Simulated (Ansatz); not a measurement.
**What each rung costs, and what it gives**

Saddle point of SiH3BrF2, closed shell (SiH₂F₂ ([F][SiH2][F]) + HBr → SiHBrF₂ ([F][SiH]([F])[Br]) + H₂; bonds formed: Si1–Br7, H2–H6; bonds broken: Si1–H2, H6–Br7), PBE0-D4/def2-TZVP structure:

```csv
atom,x (Å),y (Å),z (Å)
Si1,-0.0778,0.0726,0.4973
H2,-0.9466,-0.3076,-0.8807
F3,0.6639,-1.1851,1.0792
F4,-1.5151,-0.0381,1.1864
H5,0.3220,1.4389,0.8132
H6,-0.1117,-0.1818,-1.2645
Br7,1.6655,0.2011,-1.4311
```

Barriers are electronic and count from the start structure reached by relaxing down the imaginary mode.

Ansatz 0.2.0; basis: as named in each row; cores frozen in the correlated methods. Filled d shells of the heavier atoms are correlated. The def2 sets are not built for correlating such inner shells, so the correlated values are less sure here. B3LYP uses VWN-RPA correlation. Extrapolation: Hartree–Fock as exp(−7.88 √X), correlation as X^−2.97.

Times are rough, for one single point on 4 threads of a shared host (Arm Neoverse V1).

The estimate by CCSD(T) at an estimated basis limit (MP2 extrapolated from triple and quadruple zeta, plus CCSD(T) − MP2 in triple zeta) is 1.604 eV.

| method | basis | time (s) | barrier (eV) | method less estimate |
| --- | --- | --- | --- | --- |
| HF | STO-3G | under 1 | 3.962 | 2.358 |
| PBE-D4 | STO-3G | under 1 | 2.164 | 0.560 |
| SPW92 | def2-SVP | under 1 | 0.944 | -0.660 |
| PBE-D4 | def2-SVP | under 1 | 1.266 | -0.338 |
| B3LYP-D4 | 6-31G | under 1 | 2.174 | 0.570 |
| SPW92 | def2-TZVPP | under 1 | 0.885 | -0.719 |
| PBE0-D4 | def2-SVP | under 1 | 1.462 | -0.142 |
| PBE-D4 | def2-TZVPP | 1 | 1.187 | -0.417 |
| BLYP-D4 | def2-TZVPP | 1 | 1.435 | -0.169 |
| B3LYP-D4 | def2-TZVPP | 2 | 1.546 | -0.058 |
| BHLYP-D4 | def2-TZVPP | 2 | 1.736 | 0.132 |
| CAM-B3LYP-D4 | def2-TZVPP | 2 | 1.638 | 0.034 |
| PBE0-D4 | def2-TZVPP | 3 | 1.354 | -0.250 |
| r2SCAN-D4 | def2-TZVPP | 3 | 1.287 | -0.318 |
| CCSD(T) | def2-SVP | 4 | 2.003 | 0.399 |
| RPA on PBE | def2-TZVPP | 4 | 1.770 | 0.166 |
| wB97M-V | def2-SVP | 4 | 1.632 | 0.028 |
| B2PLYP | def2-TZVPP | 4 | 1.621 | 0.017 |
| PBE-QIDH | def2-TZVPP | 4 | 1.513 | -0.091 |
| r2SCAN0-D4 | def2-TZVPP | 4 | 1.406 | -0.198 |
| wB97X-V | def2-TZVPP | 6 | 1.617 | 0.012 |
| B97M-V | def2-TZVPP | 6 | 1.487 | -0.117 |
| wB97M-V | def2-TZVPP | 7 | 1.550 | -0.054 |
| MP2 | def2-QZVPP | 18 | 1.557 | -0.047 |
| CCSD(T) | def2-TZVPP | 85 | 1.698 | 0.094 |

All methods are single points on the PBE0-D4 structures.

No T1 diagnostic of these runs exceeds 0.011.

Labels in which every atom is bracketed show which atoms are joined, not bond orders.
